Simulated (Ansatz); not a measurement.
In₅Sn₅⁻. Charge -1, multiplicity 1. Geometry PBE-D4/def2-SVP.

```xyz
10

In   -1.1971    2.4069    1.9293
In    1.8332   -1.7611   -0.8430
In   -3.2833    0.0784    1.8677
In   -1.1521   -1.8441    0.4418
In   -1.4646    0.9586   -0.6936
Sn    3.6130    0.5220   -1.0531
Sn    1.4212    1.1568    0.6999
Sn   -0.5804   -1.8672   -2.4902
Sn   -0.0726   -0.4239    2.6847
Sn    0.8827    0.7737   -2.5435
```

In the def2 sets In, Sn take a core potential; there is no spin–orbit coupling. Another isomer (singlet) lies 0.26 eV lower at PBE0-D4/def2-SVP; other spin states weren't run for this one.

Estimate the orbital energies around the gap (eV) in Ansatz with PBE-D4/def2-SVP, r2SCAN-D4/def2-SVP, PBE0-D4/def2-SVP.


| orbital | PBE-D4/def2-SVP | r2SCAN-D4/def2-SVP | PBE0-D4/def2-SVP |
| --- | --- | --- | --- |
| HOMO−5 | -2.00 | -2.23 | -2.67 |
| HOMO−4 | -1.82 | -2.05 | -2.49 |
| HOMO−3 | -1.66 | -1.89 | -2.35 |
| HOMO−2 | -1.50 | -1.70 | -2.11 |
| HOMO−1 | -1.34 | -1.56 | -2.01 |
| HOMO | -1.05 | -1.24 | -1.64 |
| LUMO | -0.23 | -0.30 | 0.19 |
| LUMO+1 | 0.07 | 0.01 | 0.47 |
| LUMO+2 | 0.18 | 0.14 | 0.60 |
| LUMO+3 | 0.54 | 0.53 | 1.00 |
| LUMO+4 | 0.64 | 0.64 | 1.08 |
| LUMO+5 | 0.98 | 1.04 | 1.49 |
